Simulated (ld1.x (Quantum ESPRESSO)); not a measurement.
## Before and after: TM potential for mercury

ld1.x (Quantum ESPRESSO) 7.5 input, shortened:

```
&input
   title='Hg', zed=80., rel=1, dft='BP', iswitch=3,
   config='[Xe] 4f14 5d9 5f-2 6s0 6p0'
 /
 &inputp
   pseudotype=2, tm=.true., lloc=-2, rcloc=1.20,
   nlcc=.false.
 /
4
5S  1  0   2.00   0.00  1.40  1.40  0.0
5P  2  1   6.00   0.00  1.45  1.45  0.0
5D  3  2   9.00   0.00  1.50  1.50  0.0
5F  4  3  -2.00   0.15  1.30  1.30  0.0
 &test
   configts(1)='5s2 5p6 5d9 6s0 6p0'
 /
```

All-electron outer shells of the reference configuration (BP86, scalar-relativistic, ld1.x):

| shell | level (eV) | outermost node (bohr) | outermost maximum (bohr) |
| --- | --- | --- | --- |
| 5s | -152.59 | 0.47 | 0.82 |
| 4f | -130.50 | – | 0.37 |
| 5p | -100.66 | 0.50 | 0.92 |
| 5d | -42.58 | 0.55 | 1.15 |
| 6s | -34.20 | 1.07 | 2.00 |
| 6p | -23.90 | 1.24 | 2.41 |

Change: all radii scaled by about 1.06 (s 1.48, p 1.54, d 1.58, f 1.38 bohr); local potential all-electron potential smoothed inside 1.26 bohr (lloc = -2).

Cutoffs: the cutoffs (Ry, on a coarse ladder) from which the occupation-weighted sum of valence levels, in a spherical-Bessel basis at the reference potential, stays within 10 and 1 mRy of its value at 400 Ry; they do not see the model core or the augmentation charge, which bear on the density cutoff. Errors are all-electron minus pseudo energies relative to the spin-unpolarised reference configuration.

Task: Predict the effect on cutoff, ghosts and configuration errors.

Result: The potential gets softer (90 Ry and 120 Ry → 70 Ry and 100 Ry); of the 7 tests that both files solve, the error grows in 4 and shrinks in 2 by more than 15 % and 0.3 meV (median size 209.4 → 417.9 meV); neither file shows a bound ghost. A larger radius leaves more room for a smooth pseudo-wave, so fewer plane waves are needed.

| quantity | base | changed |
| --- | --- | --- |
| cutoff, loose | 90 Ry | 70 Ry |
| cutoff, tight | 120 Ry | 100 Ry |
| loose cutoff by channel (10 mRy a level) | s 70 Ry, p 50 Ry, d 40 Ry | s 45 Ry, p 35 Ry, d 40 Ry |
| bound ghosts | none | none |
| error for 5s2 5p6 5d10 6s2 6p0, meV [ΔE -65.63 eV] | +332 | -704 |
| error for 5s2 5p6 5d10 6s1 6p0, meV [ΔE -54.76 eV] | +209 | -418 |
| error for 5s2 5p6 5d10 6s0 6p0, meV [ΔE -35.63 eV] | +11 | +9.6 |
| error for 5s2 5p6 5d10 6s0 6p1, meV [ΔE -47.26 eV] | +64 | -43 |
| error for 5s2 5p6 5d9 6s2 6p0, meV [ΔE -49.99 eV] | +459 | -950 |
| error for 5s2 5p6 5d10 6s0 6p2, meV [ΔE -52.97 eV] | +84 | -65 |
| error for 5s2 5p6 5d9 6s2 6p1, meV [ΔE -55.26 eV] | +452 | -906 |
